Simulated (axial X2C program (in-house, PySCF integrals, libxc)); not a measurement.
Values are calculated unless marked as measured or tabulated.
# BSe⁻: input and output

Program: an axial X2C code built on PySCF integrals.

Input file and command:
```json
{"zs": [34, 5], "q": -1, "bas": ["dyall-acv3z", "dyall-av3z"], "levels": ["PBE0", "HF", "r2SCAN0"], "cc": true, "r0": 1.85, "thr": -2.0, "nmax": 90, "npts": 10, "nst": 2, "ntry": 6}
```
```bash
python so2c.py task.json out
```

Keys: zs atomic numbers; q charge; bas basis sets; levels methods; cc coupled cluster on or off; r0 starting distance in Å; thr threshold in hartree for freezing inner shells (an s shell follows its p shell); nmax most natural virtual spinors; npts points on the curve; nst determinants followed; ntry starts of the search. HF also brings MP2.

Output of the PBE0 step, with spin–orbit coupling, at R = 1.829 Å for the state Ω = 0. It starts from the PBE0 orbitals of the search at 1.850 Å.

```
two-component X2C + atomic mean field  PBE0
basis functions 176  fitting functions 968  grid points 5076
iter        total energy     max residual
   1      -2450.590185967     8.41e+00
   2      -2451.923690479     7.13e+00
   3      -2453.024729619     2.00e+00
   4      -2453.607686704     1.18e+00
   5      -2453.664115827     2.78e-01
   6      -2453.671165072     2.55e-01
   7      -2453.680648417     1.35e-01
   8      -2453.683435318     1.17e-01
   9      -2453.684838819     2.63e-02
  10      -2453.684975790     8.98e-03
  11      -2453.685037120     4.06e-03
  12      -2453.685049321     7.38e-03
  13      -2453.685052816     6.45e-04
  14      -2453.685053474     8.60e-04
  15      -2453.685053648     2.11e-04
  16      -2453.685053674     6.96e-05
  17      -2453.685053682     6.62e-05
  18      -2453.685053684     6.51e-05
  19      -2453.685053684     2.23e-05
  20      -2453.685053684     5.83e-06
converged
one-electron -3518.06238814  Coulomb 1108.55181166  exact exchange -22.69751184  xc functional -69.76628395  nuclear repulsion 49.18541600  atomic mean-field constant -0.89609741
```
Energies are in hartree; totals compare only within one Hamiltonian and basis.
